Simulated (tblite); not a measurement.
C2H7Ge2O (doublet state).
Atom-mapped SMILES: `[H]/[C:1]=[CH:2]/[GeH2:3][O:4][GeH3:5]` (hydrogens: H6 on C1; H7 on C2; H8, H9 on Ge3; H10, H11, H12 on Ge5)
Bond orders are those of one Lewis drawing.

Computed with GFN2-xTB (tblite), gas phase: L-BFGS steps from a force-field or distance-geometry start until the largest atomic force falls under 0.01 eV/Å.

Step 23: E = -426.1058 eV
```
atom  x, y, z in Å  |  force x, y, z in eV/Å
C1      2.1132   -1.2972   -0.2994    0.006  -0.063   0.007
C2      1.8085   -0.2808    0.4226    0.084   0.026  -0.025
Ge3     0.6629    1.1493   -0.3615   -0.109  -0.077   0.020
O4     -0.8555    0.3879   -0.8537   -0.015   0.060   0.072
Ge5    -2.1959   -0.2687    0.0436    0.044  -0.023  -0.008
H6      2.5997   -2.2446   -0.2986    0.006   0.028  -0.004
H7      2.0929   -0.1092    1.4667   -0.054   0.011  -0.076
H8      1.0447    1.7926   -1.6697    0.057  -0.041   0.033
H9      0.3190    2.1725    0.7091    0.012   0.103  -0.016
H10    -2.9481   -1.0797   -0.9654    0.030   0.065   0.027
H11    -1.6517   -1.0985    1.1691   -0.032  -0.076   0.021
H12    -2.9885    0.8757    0.6111   -0.029  -0.014  -0.051
```

Step 24: E = -426.1080 eV
```
atom  x, y, z in Å  |  force x, y, z in eV/Å
C1      2.1083   -1.2943   -0.3054    0.053  -0.108   0.017
C2      1.8103   -0.2757    0.4175    0.072  -0.008   0.021
Ge3     0.6626    1.1506   -0.3586   -0.098  -0.066  -0.043
O4     -0.8557    0.3884   -0.8508   -0.007   0.066   0.088
Ge5    -2.1961   -0.2694    0.0454    0.017  -0.061  -0.040
H6      2.6005   -2.2411   -0.2928   -0.025   0.076  -0.014
H7      2.0932   -0.1128    1.4643   -0.046   0.015  -0.096
H8      1.0532    1.7888   -1.6677    0.042  -0.047   0.043
H9      0.3258    2.1786    0.7059   -0.002   0.112   0.005
H10    -2.9492   -1.0809   -0.9661    0.048   0.084   0.044
H11    -1.6606   -1.1052    1.1710   -0.019  -0.067   0.019
H12    -2.9912    0.8723    0.6113   -0.035   0.003  -0.043
```

Step 25: E = -426.1114 eV
```
atom  x, y, z in Å  |  force x, y, z in eV/Å
C1      2.1032   -1.2911   -0.3117    0.102  -0.130   0.027
C2      1.8160   -0.2687    0.4111    0.027  -0.050   0.059
Ge3     0.6627    1.1525   -0.3548   -0.045  -0.019  -0.108
O4     -0.8552    0.3904   -0.8387   -0.009   0.059   0.080
Ge5    -2.1970   -0.2729    0.0485   -0.024  -0.089  -0.052
H6      2.6000   -2.2370   -0.2882   -0.049   0.103  -0.026
H7      2.0917   -0.1160    1.4613   -0.020   0.021  -0.097
H8      1.0613    1.7815   -1.6685    0.018  -0.057   0.064
H9      0.3389    2.1920    0.7008   -0.015   0.107   0.019
H10    -2.9482   -1.0796   -0.9704    0.062   0.091   0.052
H11    -1.6762   -1.1183    1.1747   -0.006  -0.052   0.010
H12    -2.9961    0.8666    0.6099   -0.041   0.016  -0.027
```

Problem. Estimate the geometry and energy of step 26. (The exact step hangs on the optimiser's Hessian estimate; all steps are aligned on step 25, rigid shifts and turns removed.)

Solution. E = -426.1155 eV, largest force 0.161 eV/Å
```
atom  x, y, z in Å  |  force x, y, z in eV/Å
C1      2.1005   -1.2883   -0.3159    0.124  -0.099   0.028
C2      1.8261   -0.2613    0.4057   -0.046  -0.079   0.070
Ge3     0.6654    1.1565   -0.3516    0.030   0.038  -0.129
O4     -0.8532    0.3938   -0.8134   -0.021   0.041   0.044
Ge5    -2.1998   -0.2806    0.0529   -0.057  -0.078  -0.031
H6      2.5965   -2.2339   -0.2880   -0.042   0.079  -0.032
H7      2.0878   -0.1173    1.4595    0.021   0.026  -0.072
H8      1.0638    1.7704   -1.6750   -0.005  -0.063   0.081
H9      0.3598    2.2136    0.6941   -0.020   0.081   0.010
H10    -2.9432   -1.0739   -0.9808    0.063   0.073   0.041
H11    -1.6991   -1.1382    1.1801    0.002  -0.038  -0.004
H12    -3.0034    0.8586    0.6064   -0.049   0.019  -0.007
```

The energy changes by -0.0041 eV. The first-order estimate −F·Δx gives -0.0056 eV and the mean of the old and new forces, exact on a quadratic surface, -0.0041 eV. The step makes an angle of 75° with the force vector and moves no atom by more than 0.031 Å.

What follows is the cost of the whole relaxation. On an Arm Neoverse V1 with one thread (shared host), this took 0.67 s.
